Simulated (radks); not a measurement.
Charge is removed step by step from the 5s up level of Rb, starting from [Kr] 5s(up 1, down 0). Calculated with a radial shooting solver on a logarithmic mesh with Libxc functionals: scalar-relativistic Kohn-Sham, r2SCAN, spin-polarised, spherical densities, finite nucleus; meta-GGA in the generalised Kohn-Sham scheme; Fermi nuclear charge, rms radius 4.2036 fm.

| removed (e) | E - E(0) (eV) | eigenvalue (eV) |
|---|---|---|
| 0 | 0.000 | -2.495 |
| 0.25 | 0.732 | -3.357 |
| 0.5 | 1.676 | -4.190 |
| 0.75 | 2.817 | -4.909 |

The mean slope of the eigenvalue, de/dn, is 3.22 eV per electron.
